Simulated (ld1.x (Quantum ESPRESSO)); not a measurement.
## Reading a pseudo-wave (B (Z = 5))

Columns: radius, all-electron u(r) and pseudo u(r) of the 2s shell (level -9.57 eV) of boron in the configuration [He] 2s1.75 2p1.25; PBE, non-relativistic, RRKJ scheme, ld1.x (Quantum ESPRESSO) 7.5.

```csv
r (bohr),all-electron,pseudo
0.128,0.2952,-0.0281
0.255,0.2639,-0.0689
0.382,0.1126,-0.1310
0.510,-0.0708,-0.2166
0.638,-0.2451,-0.3195
0.765,-0.3930,-0.4272
0.893,-0.5131,-0.5289
1.020,-0.6042,-0.6125
1.148,-0.6692,-0.6742
1.275,-0.7102,-0.7127
1.402,-0.7317,-0.7323
1.530,-0.7372,-0.7372
1.658,-0.7299,-0.7299
1.785,-0.7129,-0.7129
1.912,-0.6887,-0.6887
2.040,-0.6592,-0.6592
2.168,-0.6262,-0.6262
2.295,-0.5914,-0.5914
2.422,-0.5557,-0.5557
2.550,-0.5194,-0.5194
2.678,-0.4837,-0.4837
2.805,-0.4492,-0.4492
2.932,-0.4159,-0.4159
3.060,-0.3840,-0.3840
3.188,-0.3537,-0.3537
3.315,-0.3254,-0.3254
```

Q: How many radial nodes do the two functions have?

A: The all-electron 2s function has n − l − 1 = 1; the pseudo-wave has 0, since the states of the same l below it are removed with the core.

Q: At about which radius was the pseudo-wave matched?

A: 1.55 bohr, where the columns begin to agree (steps of 0.13 bohr).

Q: Is the pseudo-wave norm-conserving?

A: Yes: the RRKJ scheme keeps the norm inside the radius equal to the all-electron one, which fixes the energy derivative of the logarithmic derivative at the level.
